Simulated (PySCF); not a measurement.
Worked example: dipole moment from atomic charges

C₂H₅FSn, SMILES C=[CH][SnH2][F]. Atoms are numbered in the order given.

```xyz
9

Sn     0.4337     0.1372    -0.1078
F      0.6999     0.3321     1.8130
C     -1.6590    -0.0450    -0.4255
C     -2.2018    -1.2036    -0.8102
H      1.2257    -1.3219    -0.5263
H      1.1383     1.5516    -0.7631
H     -2.3029     0.8285    -0.2701
H     -3.2803    -1.3097    -0.9785
H     -1.6024    -2.1069    -0.9737
```

Geometry: PBE0-D3(BJ)/def2-SVP. The def2 effective core potentials stand for the cores of Sn; spin–orbit coupling is left out. The values are those of a single conformer.

Charges (e) from PBE0/def2-TZVP (PySCF):

```json
[
 {"atom": "Sn1", "Mulliken": "0.839", "ESP fit": "0.637"},
 {"atom": "F2", "Mulliken": "-0.509", "ESP fit": "-0.376"},
 {"atom": "C3", "Mulliken": "-0.381", "ESP fit": "-0.248"},
 {"atom": "C4", "Mulliken": "-0.250", "ESP fit": "-0.373"},
 {"atom": "H5", "Mulliken": "-0.056", "ESP fit": "-0.085"},
 {"atom": "H6", "Mulliken": "-0.052", "ESP fit": "-0.095"},
 {"atom": "H7", "Mulliken": "0.136", "ESP fit": "0.171"},
 {"atom": "H8", "Mulliken": "0.136", "ESP fit": "0.185"},
 {"atom": "H9", "Mulliken": "0.136", "ESP fit": "0.183"}
]
```

The dipole moment of the full density is 3.17 D.

Question: What dipole moment does each set of point charges give, and which comes closer to that of the density?

Answer: 
μ = Σ q r, and 1 e Å = 4.8032 D.
Mulliken: Σ q r = (0.085, -0.095, -0.882) e Å, |μ| = 4.28 D.
ESP fit: Σ q r = (-0.260, -0.099, -0.631) e Å, |μ| = 3.31 D.
ESP fit comes closer in size. Point charges leave out the atoms' own dipoles (lone pairs, polarised bonds); fits to the potential absorb them, partitions of the density don't.
